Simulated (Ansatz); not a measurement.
`B[As]1C[SiH2]N1` at its PBE0-D4/def2-TZVP geometry, where that method's forces vanish. The species carries charge 0 and has multiplicity 1.

```xyz
12

B    -0.7456   -1.5460   -1.3240
As   -1.3408   -0.3338    0.1455
C     0.2333   -0.3205    1.3753
Si    0.8675    1.1505    0.3916
N    -0.7084    1.3993   -0.2588
H    -0.5963   -2.7054   -1.0685
H    -0.7499   -1.1807   -2.4620
H     0.8239   -1.2333    1.3525
H    -0.1028   -0.1131    2.3906
H     1.4300    2.3110    1.1369
H     1.8925    0.6821   -0.5924
H    -1.0033    1.8900   -1.0868
```

Task: What forces (eV/Å) does r2SCAN-D4/def2-TZVPP give on these atoms in the Gaussian-basis code of Ansatz? (Estimate.)

Result: Ansatz gave: 
```
B1   0.000 -0.022 -0.005
As2 -0.102 -0.167 -0.105
C3   0.117 -0.004  0.112
Si4  0.043  0.019 -0.006
N5   0.031  0.188  0.015
H6  -0.016  0.029 -0.010
H7  -0.007 -0.012  0.033
H8  -0.026  0.003  0.010
H9   0.004 -0.015 -0.008
H10 -0.007 -0.016 -0.011
H11 -0.005 -0.003  0.014
H12 -0.032 -0.001 -0.039
```
